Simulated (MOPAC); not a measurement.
Job for MOPAC: PM7 on BH3O3 (SMILES OB(O)O), a point of a torsion scan.

```
PM7 1SCF PRECISE CHARGE=0 THREADS=1
BH3O3

O     -1.34298329 1    -0.73963195 1     0.32954041 1
B     -0.04508152 1    -0.40059522 1     0.17133060 1
O      0.25612266 1     0.68613204 1    -0.60963746 1
O      0.87765038 1    -1.11941174 1     0.85999284 1
H     -1.92079892 1    -0.38012051 1    -0.34195150 1
H      1.17707422 1     0.92777571 1    -0.69079792 1
H      1.78482574 1    -0.82364571 1     0.80592428 1
```

The log:

```
*******************************************************************************
 **                                                                           **
 **                              MOPAC v23.2.5                                **
 **                                                                           **
 *******************************************************************************
 ** MOPAC's Digital Object Identifier: https://doi.org/10.5281/zenodo.6511958 **
 **                                                                           **
 ** Please cite the open-source release paper for use of this MOPAC version:  **
 ** J. E. Moussa and J. J. P. Stewart (2026)                                  **
 ** MOPAC: An open-source semiempirical molecular orbital program             **
 ** J. Open Source Softw., 11(119), 8025, https://doi.org/10.21105/joss.08025 **
 *******************************************************************************

                              PM7 CALCULATION RESULTS

 *******************************************************************************
 *  PM7        - The PM7 Hamiltonian to be used
 *
 *
 *
 *                 CHARGE ON SYSTEM = 0
 *
 *
 *
 *  PRECISE    - TIGHTER CRITERIA TO BE USED
 *  1SCF       - DO 1 SCF AND THEN STOP
 *  THREADS=1  - MULTI-THREADING NOT USED
 *  T=         - A TIME OF 172800.0 SECONDS REQUESTED
 *  DUMP=N     - RESTART FILE WRITTEN EVERY 7200.0 SECONDS REQUESTED
 *******************************************************************************
PM7 1SCF PRECISE CHARGE=0 THREADS=1
 BH3O3

   ATOM   CHEMICAL          X               Y               Z
  NUMBER   SYMBOL      (ANGSTROMS)     (ANGSTROMS)     (ANGSTROMS)

     1       O         -1.34298329  *  -0.73963195  *   0.32954041  *
     2       B         -0.04508152  *  -0.40059522  *   0.17133060  *
     3       O          0.25612266  *   0.68613204  *  -0.60963746  *
     4       O          0.87765038  *  -1.11941174  *   0.85999284  *
     5       H         -1.92079892  *  -0.38012051  *  -0.34195150  *
     6       H          1.17707422  *   0.92777571  *  -0.69079792  *
     7       H          1.78482574  *  -0.82364571  *   0.80592428  *



          CARTESIAN COORDINATES

    NO.       ATOM           X           Y           Z

     1         O         -1.3430     -0.7396      0.3295
     2         B         -0.0451     -0.4006      0.1713
     3         O          0.2561      0.6861     -0.6096
     4         O          0.8777     -1.1194      0.8600
     5         H         -1.9208     -0.3801     -0.3420
     6         H          1.1771      0.9278     -0.6908
     7         H          1.7848     -0.8236      0.8059

 General Reference for PM7:
 "Optimization of Parameters for Semiempirical Methods VI: More Modifications to the
 NDDO Approximations and Re-optimization of Parameters", J. J. P. Stewart, J. Mol. Mod., 1:32, 19 (2013)
 https://link.springer.com/article/10.1007/s00894-012-1667-x

           Empirical Formula: H3 O3 B  =     7 atoms



      MOLECULAR POINT GROUP   :   C1


      RHF CALCULATION, NO. OF DOUBLY OCCUPIED LEVELS = 12


 -------------------------------------------------------------------------------
 PM7 1SCF PRECISE CHARGE=0 THREADS=1
 BH3O3



     1SCF WAS SPECIFIED, SO BFGS WAS NOT USED
     SCF FIELD WAS ACHIEVED


                              PM7 CALCULATION
                                                       MOPAC v23.2.5 Linux




          FINAL HEAT OF FORMATION =       -217.39154 KCAL/MOL =    -909.56620 KJ/MOL


          COSMO AREA              =         86.19 SQUARE ANGSTROMS
          COSMO VOLUME            =         67.51 CUBIC ANGSTROMS

          IONIZATION POTENTIAL    =         11.678450 EV
          HOMO LUMO ENERGIES (EV) =        -11.678  0.464
          NO. OF FILLED LEVELS    =         12
          MOLECULAR WEIGHT        =         61.8319         POINT GROUP:  C1

          MOLECULAR DIMENSIONS (Angstroms)

            Atom       Atom       Distance
            H     7    H     5     3.90461
            H     6    O     1     2.55996
            O     4    O     3     0.22358


          SCF CALCULATIONS        =          1





   ATOM   CHEMICAL          X               Y               Z
  NUMBER   SYMBOL      (ANGSTROMS)     (ANGSTROMS)     (ANGSTROMS)

     1       O         -1.34298329  *  -0.73963195  *   0.32954041  *
     2       B         -0.04508152  *  -0.40059522  *   0.17133060  *
     3       O          0.25612266  *   0.68613204  *  -0.60963746  *
     4       O          0.87765038  *  -1.11941174  *   0.85999284  *
     5       H         -1.92079892  *  -0.38012051  *  -0.34195150  *
     6       H          1.17707422  *   0.92777571  *  -0.69079792  *
     7       H          1.78482574  *  -0.82364571  *   0.80592428  *

                             CARTESIAN COORDINATES

   1    O       -1.342983290    -0.739631950     0.329540410
   2    B       -0.045081520    -0.400595220     0.171330600
   3    O        0.256122660     0.686132040    -0.609637460
   4    O        0.877650380    -1.119411740     0.859992840
   5    H       -1.920798920    -0.380120510    -0.341951500
   6    H        1.177074220     0.927775710    -0.690797920
   7    H        1.784825740    -0.823645710     0.805924280


           Empirical Formula: H3 O3 B  =     7 atoms



      MOLECULAR POINT GROUP   :   C1


                  EIGENVALUES
 -29.91711 -29.33897 -29.03173 -18.92127 -18.24688 -16.29078 -14.70958 -14.36100
 -12.99359 -12.11658 -11.94049 -11.67845   0.46438   2.48108   2.82502   3.20158
   5.56355   5.88137   6.57003


              NET ATOMIC CHARGES AND DIPOLE CONTRIBUTIONS

  ATOM NO.   TYPE          CHARGE      No. of ELECS.   s-Pop       p-Pop
    1          O          -0.499432        6.4994     1.75773     4.74170
    2          B           0.627367        2.3726     0.63445     1.73818
    3          O          -0.601766        6.6018     1.75809     4.84368
    4          O          -0.539683        6.5397     1.75193     4.78776
    5          H           0.342298        0.6577     0.65770
    6          H           0.339249        0.6608     0.66075
    7          H           0.331967        0.6680     0.66803
 DIPOLE           X         Y         Z       TOTAL
 POINT-CHG.     1.676     1.059    -1.144     2.289
 HYBRID         0.365     0.241    -0.209     0.485
 SUM            2.041     1.301    -1.353     2.773


          ATOMIC ORBITAL ELECTRON POPULATIONS

     Atom    s        px        py        pz
    1  O   1.75773   1.40835   1.75005   1.58329
    2  B   0.63445   0.64660   0.56216   0.52942
    3  O   1.75809   1.44127   1.64437   1.75803
    4  O   1.75193   1.33880   1.69336   1.75560
    5  H   0.65770
    6  H   0.66075
    7  H   0.66803

 **********************
 *                    *
 * JOB ENDED NORMALLY *
 *                    *
 **********************




 == MOPAC DONE ==
```

The run finished.

Cost: about 0.020 core-seconds (a rough figure).
